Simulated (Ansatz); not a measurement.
C3H4Si, SMILES `C=[si]1cc1` (charge 0, multiplicity 1).

These are CAM-B3LYP/cc-pVTZ // B3LYP-D3(BJ)/def2-TZVP (Ansatz, a first-principles code) values and carry that method's errors.

Ansatz 0.2 input:
```yaml
crystal:
  periodic: [false, false, false]
  atoms:
    - { symbol: C, position_ang: [1.903054, -0.32122, 0.167285] }
    - { symbol: Si, position_ang: [0.242779, -0.04106, 0.021013] }
    - { symbol: C, position_ang: [-1.258369, 0.898703, -0.154855] }
    - { symbol: C, position_ang: [-1.489491, -0.434877, -0.086496] }
    - { symbol: H, position_ang: [2.608086, 0.496951, 0.167492] }
    - { symbol: H, position_ang: [2.292291, -1.324166, 0.262565] }
    - { symbol: H, position_ang: [-1.907263, 1.758521, -0.25998] }
    - { symbol: H, position_ang: [-2.391086, -1.032853, -0.117023] }
basis:
  gaussian: { orbitals: cc-pVTZ }
hamiltonian:
  xc: cam_b3lyp
```

Output:

```
Functional definition: CAM-B3LYP
1016 factors; their error is unknown
264 factors; integrals over basis functions are off by at most 1.3e-5 eV
mean field evaluation 1: about -11041.3487 eV, gradient 6.0e1 eV
mean field evaluation 2: about -11041.0942 eV, gradient 5.8e1 eV
mean field evaluation 4: about -11049.6118 eV, gradient 3.2e0 eV
mean field evaluation 8: about -11049.6376 eV, gradient 2.8e-2 eV
mean field evaluation 16: about -11049.6500 eV, gradient 1.2e-5 eV
mean field -11049.65001513 eV, -406.0671483341 hartree, gradient 1.2e-5 eV, S^2 0.000000; 0 other end points of the search recorded, 0 dependent functions left out
reference -11049.65012770 eV, -406.0671524712 hartree; 18, 18 occupied and 162, 162 virtual orbitals, 1016 factors
Total energy: -11049.65012770 eV, -406.0671524712 hartree
```
